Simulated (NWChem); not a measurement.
System meant: WH2S2O2; SMILES [O]=[W]([SH])([SH])=[O]

Input file for NWChem:

```
start job
memory heap 200 mb stack 900 mb global 1100 mb
geometry units angstroms noautoz
  W      0.000000     0.000000     0.303114
  O     -0.087608    -1.399974     1.263948
  O      0.087608     1.399974     1.263948
  S      1.953391    -0.222924    -0.976210
  H      2.055977     1.102237    -1.239101
  S     -1.953391     0.222924    -0.976210
  H     -2.055977    -1.102237    -1.239101
end
basis spherical
  W library def2-svp
  O library def2-svp
  S library def2-svp
  H library def2-svp
end
ecp
  W library def2-ecp
end
dft
  odft
  mult 2
  xc xpbe96 cpbe96
  iterations 150
  mulliken
end
task dft energy
```

End of the output:

```
 ==============================================================================
                                 internuclear angles
 ------------------------------------------------------------------------------
        center 1       |       center 2       |       center 3       |  degrees
 ------------------------------------------------------------------------------
    2 O                |   1 W                |   3 O                |   111.18
    2 O                |   1 W                |   4 S                |   105.84
    2 O                |   1 W                |   6 S                |   110.09
    3 O                |   1 W                |   4 S                |   110.09
    3 O                |   1 W                |   6 S                |   105.84
    4 S                |   1 W                |   6 S                |   113.90
    1 W                |   4 S                |   5 H                |    94.35
    1 W                |   6 S                |   7 H                |    94.35
 ------------------------------------------------------------------------------
                            number of included internuclear angles:          8
 ==============================================================================

 Summary of "ao basis" -> "" (spherical)
 ------------------------------------------------------------------------------
       Tag                 Description            Shells   Functions and Types
 ---------------- ------------------------------  ------  ---------------------
 W                          def2-svp                12       32   6s3p2d1f
 O                          def2-svp                 6       14   3s2p1d
 S                          def2-svp                 8       18   4s3p1d
 H                          def2-svp                 3        5   2s1p

 Summary of "ao basis" -> "ao basis" (spherical)
 ------------------------------------------------------------------------------
       Tag                 Description            Shells   Functions and Types
 ---------------- ------------------------------  ------  ---------------------
 W                          def2-svp                12       32   6s3p2d1f
 O                          def2-svp                 6       14   3s2p1d
 S                          def2-svp                 8       18   4s3p1d
 H                          def2-svp                 3        5   2s1p

      Symmetry analysis of basis
      --------------------------

        a          55
        b          51

  number of electrons :                   64
  multiplicity        :                    2
 ------------------------------------------------------------------------
  no. of electrons and multiplicity not compatible                  64
 ------------------------------------------------------------------------
 ------------------------------------------------------------------------
  current input line :
    28: task dft energy
 ------------------------------------------------------------------------
 ------------------------------------------------------------------------
 There is an error in the input file
 ------------------------------------------------------------------------
 For more information see the NWChem manual at https://nwchemgit.github.io

0: no. of electrons and multiplicity not compatible:Received an Error in Communication
```

**Question.** What is wrong, and how is it mended?

**Answer.** The program refused the input. Cause: the multiplicity doesn't fit the number of electrons (an even count wants an odd multiplicity, and the reverse). This input runs:
```
start job
memory heap 200 mb stack 900 mb global 1100 mb
geometry units angstroms noautoz
  W      0.000000     0.000000     0.303114
  O     -0.087608    -1.399974     1.263948
  O      0.087608     1.399974     1.263948
  S      1.953391    -0.222924    -0.976210
  H      2.055977     1.102237    -1.239101
  S     -1.953391     0.222924    -0.976210
  H     -2.055977    -1.102237    -1.239101
end
basis spherical
  * library def2-svp
end
ecp
  W library def2-ecp
end
dft
  xc xpbe96 cpbe96
  iterations 150
  mulliken
end
task dft energy
```
It converges to -1014.50540 Ha (PBE/def2-SVP with def2 effective core potentials on W).
